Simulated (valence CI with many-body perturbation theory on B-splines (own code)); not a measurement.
## Questions on Ru XIII

Calculated by relativistic CI+MBPT: four valence electrons over a frozen Dirac-Fock core [Ar] 3d10, radial functions for each j: 9 s, 9 p, 8 d, 6 f, 3 g, 1 h, with the one-electron correlation potential Σ1 (screened to all orders), the two-electron term Σ2, the three-electron term Σ3, Breit, model QED; selected single and double excitations, second order for the rest, scaled by the run's own slope (own B-spline code, finite nucleus).

No measured spectrum was set against this ion. As an estimate, levels hold to about 250 cm⁻¹ or 0.2 % of their energy and the worst to 1 %, as in measured heavy ions of charge 2 to 7; those with d or f electrons hold less well.

Names give the largest LS component (configuration and term), which can be under half, so a name can repeat, a term be missing and a line seem to break the LS rules; names also repeat where a configuration has a term twice.

Rates and lifetimes use the calculated energies. Strong lines usually hold to 10 to 20 %, long lifetimes can be off by a factor of two.

(1) What is the ground level?

(2) Among levels below 663480 cm⁻¹, which E1 lines absorb most strongly from the ground level?

(3) How is the term 3P of the ground level split?

(4) What is the ionisation energy?

(5) Name the longest-lived excited levels whose lifetime is computed, and their main decay.

(6) What are the static dipole polarisabilities of the lowest levels?

(7) How well does LS coupling describe the low levels?

Results:

(1) 4s2 4p2 3P_0, composition 86 % 4s2 4p2 3P + 12 % 4s2 4p2 1S.

(2) to 4s2 4p 4d 3D°_1 at 20.14 nm, f = 2.00; to 4s 4p3 3D°_1 at 33.83 nm, f = 0.258; to 4s 4p3 3S°_1 at 25.58 nm, f = 0.246.

(3) J = 0 at 0, J = 1 at 25986, J = 2 at 37398 cm⁻¹.

(4) 272.61 eV; NIST lists 271 ± 3 eV (theoretical).

(5) 4s2 4p2 3P_2 at 37398 cm⁻¹ lives 74.0 ms, mostly by M1 to 4s2 4p2 3P_1; 4s2 4p2 3P_1 at 25986 cm⁻¹ lives 3.61 ms, mostly by M1 to 4s2 4p2 3P_0; 4s2 4p2 1D_2 at 74055 cm⁻¹ lives 967 μs, mostly by M1 to 4s2 4p2 3P_1. The lifetime of 4s2 4p 4d 3F°_4 is too uncertain to give, and may be longer.

(6) 4s2 4p2 3P_0 0.722; 4s2 4p2 3P_1 0.743 (tensor 0.026); 4s2 4p2 3P_2 0.742 (tensor 0.0054); 4s2 4p2 1D_2 0.757 (tensor 0.049) bohr³, of which the core gives 0.0419.

(7) Among the lowest 20 levels the leading LS term, summed over configurations, holds 79 % on average. For single configurations the figures are 75 % in LS and 75 % in jj coupling. Terms mix most in the J = 2 level at 486160 cm⁻¹, where the leading one holds 44 %.
